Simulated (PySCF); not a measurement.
**Electron correlation in I (iodine, neutral)**

[Kr] 4d10 5s2 5p5, 2P determinant. Calculation: PySCF 2.14, in cc-pVTZ-PP with ECP28MDF; a scalar-relativistic core potential. Frozen: 4s2 4p6 4d10; 7 electrons correlated.

MP2 pair energies summed by pair of shells (mhartree):

| pair | energy | share (%) |
| --- | --- | --- |
| 5p-5p | -69.30 | 61.4 |
| 5s-5p | -37.08 | 32.8 |
| 5s-5s | -6.52 | 5.8 |

Total MP2 correlation energy: -112.90 mhartree.

Same-spin part -25.46 and opposite-spin part -87.44 mhartree; SCS-MP2 scales them by 1/3 and 6/5 to -113.41 mhartree.

```
  level  correlation energy (mhartree)
   CCSD                        -131.18
    (T)                          -3.93
CCSD(T)                        -135.11
```

Diagnostics: T1 = 0.0067, D1 = 0.0217, largest double amplitude 0.049.

Cost of the coupled-cluster step: 0.23 s of wall time on 1 thread of AMD EPYC 9R45 96-Core Processor (shared host), for 7 correlated electrons.

Iterations:

```
CC2 = 0
CCSD nocc = (np.int64(4), np.int64(3)), nmo = (30, 30)
frozen orbitals [[0, 1, 2, 3, 4, 5, 6, 7, 8], [0, 1, 2, 3, 4, 5, 6, 7, 8]]
max_cycle = 100
direct = 0
conv_tol = 1e-08
conv_tol_normt = 1e-06
diis_space = 8
diis_start_cycle = 0
Init t2, MP2 energy = -0.112897031191353
Init E_corr(UCCSD) = -0.112897031196864
cycle = 1  E_corr(UCCSD) = -0.126973167134343  dE = -0.0140761359  norm(t1,t2) = 0.0404905
cycle = 2  E_corr(UCCSD) = -0.129955843322167  dE = -0.00298267619  norm(t1,t2) = 0.0125811
cycle = 3  E_corr(UCCSD) = -0.131217754079881  dE = -0.00126191076  norm(t1,t2) = 0.00489664
cycle = 4  E_corr(UCCSD) = -0.131176299711437  dE = 4.14543684e-05  norm(t1,t2) = 0.000615824
cycle = 5  E_corr(UCCSD) = -0.131175524002717  dE = 7.7570872e-07  norm(t1,t2) = 9.45402e-05
cycle = 6  E_corr(UCCSD) = -0.131176297192423  dE = -7.73189706e-07  norm(t1,t2) = 2.23819e-05
cycle = 7  E_corr(UCCSD) = -0.131176294596538  dE = 2.59588478e-09  norm(t1,t2) = 6.17259e-06
cycle = 8  E_corr(UCCSD) = -0.131176295113254  dE = -5.1671592e-10  norm(t1,t2) = 1.53999e-06
cycle = 9  E_corr(UCCSD) = -0.131176288509301  dE = 6.60395291e-09  norm(t1,t2) = 3.4294e-07
UCCSD converged
E(UCCSD) = -294.7926792750683  E_corr = -0.1311762885093012
UCCSD(T) correction = -0.00393448750407565
```
